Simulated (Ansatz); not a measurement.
Sr5S4. Charge 0, multiplicity 1. Geometry PBE0-D4/def2-SVP.

Cartesian coordinates in Å:
```
Sr 1.127 -1.673 -1.946
Sr -0.282 -0.504 2.276
Sr -2.668 -1.111 -1.463
Sr -0.848 2.167 -0.332
Sr 3.151 0.399 0.619
S 1.650 -1.931 0.808
S 1.100 1.905 1.679
S -2.598 0.305 0.903
S -0.632 0.442 -2.544
```

In the def2 sets Sr takes a core potential; there is no spin–orbit coupling. LC-ωPBE has ω = 0.4 bohr⁻¹. The restricted singlet is unstable towards broken spin symmetry at other levels; at PBE-D4/def2-SVP, r2SCANh-D4/def2-TZVP, BHLYP-D4/def2-TZVP, LC-ωPBE/def2-TZVP this wasn't settled. At PBE-D4/def2-TZVP the restricted singlet is unstable: a solution with broken spin symmetry lies lower. The geometry of the singlet was relaxed on an unsound state (restricted singlet, unstable towards broken spin symmetry at other levels and untested here). Another isomer (singlet) lies 0.89 eV lower at PBE0-D4/def2-TZVP; other spin states weren't run for this one.

Task: Estimate the orbital energies around the gap (eV) in Ansatz with PBE-D4/def2-SVP, PBE-D4/def2-TZVP, r2SCANh-D4/def2-TZVP, BHLYP-D4/def2-TZVP, LC-ωPBE/def2-TZVP.

Result: 
```json
{"orbital": "HOMO−5", "PBE-D4/def2-SVP": "-5.04", "PBE-D4/def2-TZVP": "-5.01", "r2SCANh-D4/def2-TZVP": "-5.63", "BHLYP-D4/def2-TZVP": "-6.91", "LC-ωPBE/def2-TZVP": "-8.54"}
{"orbital": "HOMO−4", "PBE-D4/def2-SVP": "-5.04", "PBE-D4/def2-TZVP": "-5.01", "r2SCANh-D4/def2-TZVP": "-5.61", "BHLYP-D4/def2-TZVP": "-6.90", "LC-ωPBE/def2-TZVP": "-8.53"}
{"orbital": "HOMO−3", "PBE-D4/def2-SVP": "-4.92", "PBE-D4/def2-TZVP": "-4.89", "r2SCANh-D4/def2-TZVP": "-5.48", "BHLYP-D4/def2-TZVP": "-6.76", "LC-ωPBE/def2-TZVP": "-8.35"}
{"orbital": "HOMO−2", "PBE-D4/def2-SVP": "-4.76", "PBE-D4/def2-TZVP": "-4.74", "r2SCANh-D4/def2-TZVP": "-5.32", "BHLYP-D4/def2-TZVP": "-6.59", "LC-ωPBE/def2-TZVP": "-8.18"}
{"orbital": "HOMO−1", "PBE-D4/def2-SVP": "-4.64", "PBE-D4/def2-TZVP": "-4.63", "r2SCANh-D4/def2-TZVP": "-5.19", "BHLYP-D4/def2-TZVP": "-6.45", "LC-ωPBE/def2-TZVP": "-8.01"}
{"orbital": "HOMO", "PBE-D4/def2-SVP": "-2.74", "PBE-D4/def2-TZVP": "-2.73", "r2SCANh-D4/def2-TZVP": "-2.77", "BHLYP-D4/def2-TZVP": "-3.21", "LC-ωPBE/def2-TZVP": "-3.89"}
{"orbital": "LUMO", "PBE-D4/def2-SVP": "-2.14", "PBE-D4/def2-TZVP": "-2.13", "r2SCANh-D4/def2-TZVP": "-1.91", "BHLYP-D4/def2-TZVP": "-1.42", "LC-ωPBE/def2-TZVP": "-0.72"}
{"orbital": "LUMO+1", "PBE-D4/def2-SVP": "-1.65", "PBE-D4/def2-TZVP": "-1.64", "r2SCANh-D4/def2-TZVP": "-1.26", "BHLYP-D4/def2-TZVP": "-0.78", "LC-ωPBE/def2-TZVP": "0.05"}
{"orbital": "LUMO+2", "PBE-D4/def2-SVP": "-1.44", "PBE-D4/def2-TZVP": "-1.42", "r2SCANh-D4/def2-TZVP": "-0.92", "BHLYP-D4/def2-TZVP": "-0.54", "LC-ωPBE/def2-TZVP": "0.32"}
{"orbital": "LUMO+3", "PBE-D4/def2-SVP": "-1.28", "PBE-D4/def2-TZVP": "-1.27", "r2SCANh-D4/def2-TZVP": "-0.81", "BHLYP-D4/def2-TZVP": "-0.44", "LC-ωPBE/def2-TZVP": "0.35"}
{"orbital": "LUMO+4", "PBE-D4/def2-SVP": "-1.10", "PBE-D4/def2-TZVP": "-1.10", "r2SCANh-D4/def2-TZVP": "-0.65", "BHLYP-D4/def2-TZVP": "-0.08", "LC-ωPBE/def2-TZVP": "0.68"}
{"orbital": "LUMO+5", "PBE-D4/def2-SVP": "-1.01", "PBE-D4/def2-TZVP": "-1.00", "r2SCANh-D4/def2-TZVP": "-0.56", "BHLYP-D4/def2-TZVP": "0.08", "LC-ωPBE/def2-TZVP": "0.89"}
```
